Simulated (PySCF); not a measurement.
SMILES Fc1ccccc[cH+]1, [C₇H₆F]+, charge +1

Geometry (Å), atoms numbered from 1 in this order:
```xyz
14

F     0.379    2.719   -0.086
C     0.211    1.425   -0.094
C    -1.121    0.994   -0.127
C    -1.592   -0.310   -0.140
C    -0.869   -1.514   -0.125
C     0.508   -1.692   -0.094
C     1.514   -0.713   -0.070
C     1.390    0.668   -0.070
H    -1.857    1.804   -0.142
H    -2.681   -0.412   -0.166
H    -1.472   -2.427   -0.140
H     0.858   -2.729   -0.088
H     2.541   -1.089   -0.048
H     2.308    1.263   -0.048
```

Total charge +1.

Computed with quadratic response CAM-B3LYP/aug-cc-pVDZ first hyperpolarisability, Taylor convention, gas phase (PySCF). Geometry: PBE0-D3(BJ)/def2-SVP.

(1) Give the tensor of the static β(0;0,0) in the axes of these coordinates.

Answers

(1) In au, Taylor convention; rows are the first index (the induced dipole):
|  | xx | yy | zz | xy | xz | yz |
| --- | --- | --- | --- | --- | --- | --- |
| x | -0.4 | +20.4 | +2.4 | +0.8 | -0.1 | -0.4 |
| y | +0.8 | +153.9 | +18.4 | +20.4 | -0.4 | +0.8 |
| z | -0.1 | +0.8 | +0.3 | -0.4 | +2.4 | +18.4 |

Norm of βᵢ = ⅓ Σⱼ (βᵢⱼⱼ + βⱼᵢⱼ + βⱼⱼᵢ): 174.6 au, hyper-Rayleigh value 69.3 au.
